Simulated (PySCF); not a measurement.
Molfile (atoms numbered from 1):
```
C2H6ClFSi2
     RDKit          3D

 12 12  0  0  0  0  0  0  0  0999 V2000
   -1.4281   -2.2573   -0.9537 F   0  0  0  0  0  0  0  0  0  0  0  0
   -1.3493   -0.6512   -0.7563 Si  0  0  1  0  0  4  0  0  0  0  0  0
   -3.2459   -0.0362   -0.2312 Cl  0  0  0  0  0  0  0  0  0  0  0  0
   -0.1318   -0.2274    0.5434 C   0  0  2  0  0  0  0  0  0  0  0  0
    0.4608    1.2016    0.5851 C   0  0  0  0  0  0  0  0  0  0  0  0
    1.6873   -0.1071    0.1199 Si  0  0  0  0  0  4  0  0  0  0  0  0
   -1.0068   -0.0397   -2.0647 H   0  0  0  0  0  0  0  0  0  0  0  0
   -0.3570   -0.6730    1.5213 H   0  0  0  0  0  0  0  0  0  0  0  0
    0.1189    1.9034   -0.1857 H   0  0  0  0  0  0  0  0  0  0  0  0
    0.5149    1.6695    1.5736 H   0  0  0  0  0  0  0  0  0  0  0  0
    2.6626   -0.5911    1.1248 H   0  0  0  0  0  0  0  0  0  0  0  0
    2.0915   -0.2421   -1.3006 H   0  0  0  0  0  0  0  0  0  0  0  0
  1  2  1  0
  2  3  1  0
  2  4  1  0
  4  5  1  0
  5  6  1  0
  6  4  1  0
  2  7  1  6
  4  8  1  1
  5  9  1  0
  5 10  1  0
  6 11  1  0
  6 12  1  0
M  END
```

Geometry: PBE0-D3(BJ)/def2-SVP; GIAO shifts from PySCF 2.14.0 with density-fitted response routines, gas phase, non-relativistic, averaged over equivalent atoms.

At PBE0/pcSseg-1 (153 basis functions, 15 s wall time on 1 thread of an Arm Neoverse V1, shared host):
| atoms | δ (ppm) |
| --- | --- |
| F1 | -147.7 |
| Si2 | 14.7 |
| Si6 | -139.2 |
| Cl3 | 69.8 |
| C4 | -6.4 |
| C5 | -9.2 |
| H7 | 4.80 |
| H11 | 2.91 |
| H12 | 2.74 |
| H10 | 0.81 |
| H9 | 0.48 |
| H8 | 0.32 |

δ = σ(ref) − σ, references computed at the same level: CFCl3 for 19F (177.25 ppm); 29Si (351.99 ppm), 13C (184.41 ppm), 1H (31.27 ppm) against TMS; 35Cl (943.27 ppm) against HCl.

Estimate the result of repeating the calculation with PBE0/pcSseg-2.

## Answers


```
atoms  δ at PBE0/pcSseg-2  change
   F1              -145.4    +2.3
  Si2                 8.3    -6.4
  Si6              -140.6    -1.4
  Cl3                71.3    +1.5
   C4                -6.2    +0.2
   C5                -9.5    -0.3
   H7                4.93   +0.13
  H11                2.92   +0.01
  H12                2.80   +0.06
  H10                0.88   +0.07
   H9                0.62   +0.14
   H8                0.42   +0.10
```

References, each an isolated molecule treated in the same way: CFCl3 for 19F (σref 175.81); TMS for 29Si (σref 341.29) and 13C (σref 184.13) and 1H (σref 31.25); 35Cl (σref 940.85) vs HCl.

The largest change is at Si2 (silicon bonded to C, Cl, F, H). Cost: 321 basis functions, 63 s wall time on 1 thread of an Arm Neoverse V1, shared host.

Unscaled 19F shifts against computed CFCl3 carry errors that often reach 10 to 50 ppm.
